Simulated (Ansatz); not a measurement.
Molecule: sum formula TiH3I (charge 0, singlet). 
Coordinates optimised at B3LYP-D3(BJ)/def2-TZVP (Ansatz, a first-principles code):
SMILES: [I][TiH3]
```xyz
5

Ti     1.4156    -0.3094     0.9068
I     -0.6939     0.1517    -0.4445
H      2.7483     0.3517     0.1056
H      1.2655     0.3952     2.4353
H      1.6217    -1.9786     1.0692
```
Charge 0, spin multiplicity 1.

Parts of the frozen-core correlation energy in def2-SVPD (Ansatz, hartree). Frozen orbitals: 18; correlated occupied orbitals by spin: 7 and 7; virtual: 68 and 68. Spin-orbit coupling is left out. Past Kr the def2 sets carry scalar-relativistic core potentials. The restricted reference is unstable.

| term | value |
|---|---|
| reference (HF) | -1146.64623 |
| MP2 opposite-spin | (withheld) |
| MP2 same-spin | (withheld) |
| CCSD correlation | -0.28091 |
| (T) | (withheld) |
| T1 diagnostic | 0.035 |
| largest doubles amplitude | 0.060 |

Some entries are withheld; supply them.


- MP2 opposite-spin, value: -0.19733
- MP2 same-spin, value: -0.05551
- (T), value: -0.01854
